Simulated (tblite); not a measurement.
ClIn, charge +1, doublet, geometry from GFN2-xTB (such geometries of metal compounds can be far from the true shape) (a state made from the parent by changing its charge; the spin is typed, not shown lowest); GFN1-xTB (tblite).

tblite was given this input:
```
$ tblite run mol.xyz --method gfn1 --charge 1 --spin 1 --json tblite.json --no-restart

# file mol.xyz
2

In    -0.00000000    -0.00000000    -0.64646640
Cl     0.00000000     0.00000000     1.86334432
```

### Question
Write the output that tblite gives for this input, abridged.

### Answer

```
xTB calculator
 | screened Coulomb repulsion
 | Coulomb electrostatics
 |  * isotropic Klopman-Ohno-Mataga-Nishimoto electrostatics
 |  * onsite third-order electrostatics
 | DFT-D3(BJ) dispersion correction

halogen bonding energy    0.0000000000000E+00 Eh
repulsion energy          1.6999363859509E-03 Eh
dispersion energy        -4.3456885812708E-04 Eh
number of electrons       9.0000000000000E+00 e
integral cutoff           4.0000000000000E+01 bohr

------------------------------------------------------------
  cycle        total energy    energy error   density error
------------------------------------------------------------
      1     -5.296447275605  -5.2977126E+00   3.6121628E-01
      2     -5.340874943978  -4.4427668E-02   1.6572346E-01
      3     -5.341648284765  -7.7334079E-04   8.0489382E-02
      4     -5.341641730595   6.5541704E-06   6.6964973E-03
      5     -5.341648362076  -6.6314806E-06   9.1824492E-05
      6     -5.341648361865   2.1072477E-10   3.8120501E-05
      7     -5.341648362080  -2.1497826E-10   4.0817764E-07
------------------------------------------------------------

electronic energy        -5.3429137296077E+00 Eh
total energy             -5.3416483620799E+00 Eh

Post processing:
 | Mayer-Wiberg bond orders

[Info] JSON dump of results written to 'tblite.json'
```
